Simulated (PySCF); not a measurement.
Bromine: a sound run and one with changed settings

Sound run: Br [Ar] 3d10 4s2 4p5, Br⁺ [Ar] 3d10 4s2 4p4. Computed with PySCF 2.14 in def2-SVP (5s4p3d, 32 functions), with no relativity, point nucleus. In the sound run the correlated levels freeze [Ar] 3d10. The sound run starts from symmetry-adapted Hartree-Fock orbitals and uses a fine grid where one is needed.

Changed run: the spin-free X2C one-electron Hamiltonian (Gaussian nucleus). This setting is unsound on purpose.

```
species   method  sound run (hartree)  changed run (hartree)  converged
     Br      UHF          -2572.08220            -2596.75768        yes
     Br   M06-2X          -2573.84102            -2598.51396        yes
     Br   r2SCAN          -2573.78794            -2598.46108        yes
     Br      MP2          -2572.17971            -2596.85502        yes
     Br  CCSD(T)          -2572.19582            -2596.87089        yes
    Br⁺      UHF          -2571.68517            -2596.36215        yes
    Br⁺   M06-2X          -2573.40857            -2598.08270        yes
    Br⁺   r2SCAN          -2573.34991            -2598.02458        yes
    Br⁺      MP2          -2571.76251            -2596.43909        yes
    Br⁺  CCSD(T)          -2571.78005            -2596.45628        yes
```

Ionisation energy of Br:

```json
{"method": "UHF", "sound run (eV)": "10.804", "changed run (eV)": "10.763"}
{"method": "M06-2X", "sound run (eV)": "11.768", "changed run (eV)": "11.735"}
{"method": "r2SCAN", "sound run (eV)": "11.920", "changed run (eV)": "11.878"}
{"method": "MP2", "sound run (eV)": "11.353", "changed run (eV)": "11.318"}
{"method": "SCS-MP2", "sound run (eV)": "11.334", "changed run (eV)": "11.299"}
{"method": "CCSD", "sound run (eV)": "11.309", "changed run (eV)": "11.277"}
{"method": "CCSD(T)", "sound run (eV)": "11.314", "changed run (eV)": "11.282"}
```

Most of the change in total energy is the relativistic energy itself. On top of that the contraction fixes the core shape for the Hamiltonian it was made with, so the changed run is not a good calculation with the other Hamiltonian either.

For comparison, NIST gives 11.814 eV between the lowest levels.
